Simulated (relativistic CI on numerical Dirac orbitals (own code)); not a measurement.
One change at a time: Er⁵⁶⁺

Base calculation: Dirac-Coulomb-Breit CI, KLI orbitals optimised for each configuration, model QED (radiative potential, 1s self-energy scaled to tabulated hydrogen-like ionisation energies), unscaled Slater integrals.

Configurations in the expansion (outside the closed core [Ne]): 3s2, 3s 3p, 3p2, 3s 3d, 3d2, 3p 3d, 3p 4s, 3d 4s, 3s 4s, 3s 4p, 3s 4d, 3s 4f, 3s 5s, 3s 5p, 3s 5d, 4s2, 3s 5f, 3s 5g, 3s 6s, 3s 6p, 3s 6d. Levels of other configurations are missing.

The lowest level and the first level of each name with at least 55 % of one term (blank where a level has no safe partner in the second run):

| Level | Base (eV) | Shift (eV) |
| --- | --- | --- |
| 3s2 1S_0 | 0.00 | 0.00 |
| 3s 3p 3P°_0 | 121.88 | -3.12 |
| 3s 3p 3P°_1 | 135.69 | -2.83 |
| 3p2 3P_0 | 292.72 | -6.25 |
| 3s 3p 3P°_2 | 369.35 | +0.06 |
| 3s 3p 1P°_1 | 403.66 | -0.10 |
| 3p2 1D_2 | 525.94 | -2.28 |
| 3p2 3P_1 | 527.44 | -3.27 |
| 3s 3d 3D_1 | 562.51 | +0.98 |
| 3s 3d 3D_2 | 572.77 | +1.00 |
| 3s 3d 3D_3 | 618.67 | +3.00 |
| 3s 3d 1D_2 | 634.90 | +2.40 |
| 3p 3d 3F°_2 | 694.18 | -1.84 |
| 3p2 3P_2 | 782.56 | -0.07 |
| 3p2 1S_0 | 799.35 | -0.54 |
| 3p 3d 3P°_0 | 962.57 | +0.36 |
| 3p 3d 3P°_1 | 963.17 | +0.85 |
| 3p 3d 3F°_4 | 998.69 | +2.99 |
| 3p 3d 3D°_3 | 1027.83 | +2.78 |
| 3p 3d 1P°_1 | 1039.48 | +2.17 |
| 3d2 3F_2 | 1136.95 | +2.02 |
| 3d2 3P_0 | 1160.86 | +1.28 |

At this charge energies of transitions that change n are usually good to better than 1 %, and those within a shell (Δn = 0) to a few per cent.

Problem. One thing was changed in a second run, which moved the levels as shown. Which?
A. valence Slater integrals scaled by 0.9
B. Breit term removed
C. QED terms removed
D. configuration mixing switched off

Solution. B. Breit term removed. The Breit term mainly narrows fine-structure intervals, so removing it widens them.

LS names give the leading component of a level, which can be under half, so a name can repeat, a term be missing and a line seem to break the LS rules.
